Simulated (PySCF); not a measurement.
# C₆ coefficients of unlike pairs at M06-2X

Calculated with PySCF 2.14 from the dipole response of each species, C₆(A,B) = (3/π) ∫ α_A(iu) α_B(iu) du, in atomic units, from isotropic polarisabilities. For ions this is the dispersion term alone; charge-induced terms of lower order in 1/R come first.

```
species      configuration                      basis     relativity  α (bohr³)  C₆ (like pair)
    Cr⁺      [Ar] 3d5 (6S)   aug-cc-pVTZ (8s7p5d3f2g)           none      11.12           40.96
   Ne³⁺  [He] 2s2 2p3 (4S)     aug-cc-pVTZ (5s4p3d2f)           none     0.6770          0.5891
     O⁺  [He] 2s2 2p3 (4S)    dyall-acv3z (15s9p4d2f)  spin-free X2C      2.504           4.819
   Al²⁺      [Ne] 3s1 (2S)  aug-cc-pVTZ-DK (6s5p3d2f)  spin-free X2C      11.51           28.07
```

(1) Estimate C₆ for O⁺ with Cr⁺.

No spin-orbit coupling is included.

The other pairs:

```tsv
pair	C₆
Al²⁺, Cr⁺	31.97
O⁺, Ne³⁺	1.623
Al²⁺, O⁺	9.604
Al²⁺, Ne³⁺	2.852
Ne³⁺, Cr⁺	4.382
```

Answers

(1) The integral gives 13.56. The combination rule 2 C_A C_B / (C_A α_B/α_A + C_B α_A/α_B) gives 12.89 and the geometric mean 14.05.
